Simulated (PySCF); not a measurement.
C2H2BF3O.
Atom-mapped SMILES: `[F:1][B:2]([F:3])[C@@H:4]1[O:5][C@H:6]1[F:7]` (hydrogens: H8 on C4; H9 on C6)

Method: PySCF 2.14.0, PBE0-D3(BJ)/def2-SVP geometry optimisation, gas phase; density fitting, grid level 1; the optimiser is geomeTRIC in internal coordinates, started from a GFN2-xTB structure with every atom displaced at random (about 0.01 Å).

Step 0: E = -12959.5273 eV
```
atom  x, y, z in Å  |  force x, y, z in eV/Å
F1      1.7034    1.3105    0.5150   -0.274   1.116   0.525
B2      1.4328    0.1934   -0.0854    0.109   0.060  -0.106
F3      2.4652   -0.5592   -0.3145    0.742  -0.998  -0.361
C4      0.0228   -0.2738   -0.4702   -1.522   0.183   0.504
O5     -1.0066    0.6976   -0.7898   -0.028   0.370   0.266
C6     -1.1826    0.0545    0.3856    0.905  -0.679  -0.366
F7     -2.1712   -0.8547    0.4353    0.056   0.224  -0.049
H8     -0.1035   -1.1815   -1.0545    0.073  -0.361  -0.103
H9     -1.1019    0.5978    1.3441   -0.061   0.084  -0.309
```

Step 1: E = -12959.6102 eV
```
atom  x, y, z in Å  |  force x, y, z in eV/Å
F1      1.5209    1.3370    0.5384    0.152  -0.112  -0.078
B2      1.4175    0.1794   -0.0845   -0.113  -0.088  -0.091
F3      2.4996   -0.5576   -0.2446   -0.147   0.181   0.030
C4     -0.0031   -0.3144   -0.5226    0.217   0.037   0.160
O5     -0.9828    0.7208   -0.7757    0.077   0.079  -0.013
C6     -1.1128    0.0329    0.3851   -0.154   0.074   0.008
F7     -2.1715   -0.7802    0.4719   -0.047  -0.149  -0.013
H8     -0.1435   -1.2197   -1.1257    0.005   0.007   0.020
H9     -0.9659    0.5866    1.3235    0.010  -0.029  -0.023
```

Step 2: E = -12959.6171 eV
```
atom  x, y, z in Å  |  force x, y, z in eV/Å
F1      1.6374    1.3528    0.4667   -0.112   0.072  -0.017
B2      1.4409    0.1795   -0.0977    0.078   0.157   0.222
F3      2.5059   -0.5708   -0.2810   -0.104  -0.136  -0.112
C4     -0.0026   -0.2941   -0.4582    0.173   0.036   0.015
O5     -0.9677    0.7463   -0.7456   -0.151  -0.056   0.005
C6     -1.1612    0.0375    0.3954    0.334  -0.139  -0.121
F7     -2.1746   -0.8391    0.3938   -0.142   0.123   0.066
H8     -0.1407   -1.2013   -1.0581   -0.012  -0.018  -0.052
H9     -1.0791    0.5741    1.3503   -0.065  -0.040  -0.006
```

**Question.** Estimate the geometry and energy of step 3. (The exact step hangs on the optimiser's Hessian estimate; all steps are aligned on step 2, rigid shifts and turns removed.)

**Answer.** E = -12959.6232 eV, largest force 0.264 eV/Å
```
atom  x, y, z in Å  |  force x, y, z in eV/Å
F1      1.6237    1.3636    0.4681    0.019  -0.027  -0.013
B2      1.4447    0.1843   -0.0890   -0.010   0.135   0.098
F3      2.5011   -0.5718   -0.2922    0.001  -0.005   0.003
C4      0.0095   -0.2982   -0.4575   -0.167  -0.202  -0.038
O5     -0.9646    0.7345   -0.7451   -0.024  -0.023  -0.002
C6     -1.1547    0.0203    0.3925    0.017   0.221   0.060
F7     -2.2117   -0.8044    0.4084    0.119  -0.083  -0.082
H8     -0.1195   -1.2025   -1.0650    0.017  -0.005  -0.057
H9     -1.0702    0.5590    1.3453    0.027  -0.010   0.029
```

The energy changes by -0.0061 eV. The first-order estimate −F·Δx gives -0.0249 eV and the mean of the old and new forces, exact on a quadratic surface, -0.0067 eV. The step makes an angle of 55° with the force vector and moves no atom by more than 0.053 Å.

The cost below is that of the whole optimisation. On one thread, Arm Neoverse V1 (aarch64), no GPU, shared host, this took 46 s and 0.44 GiB of memory at its peak.
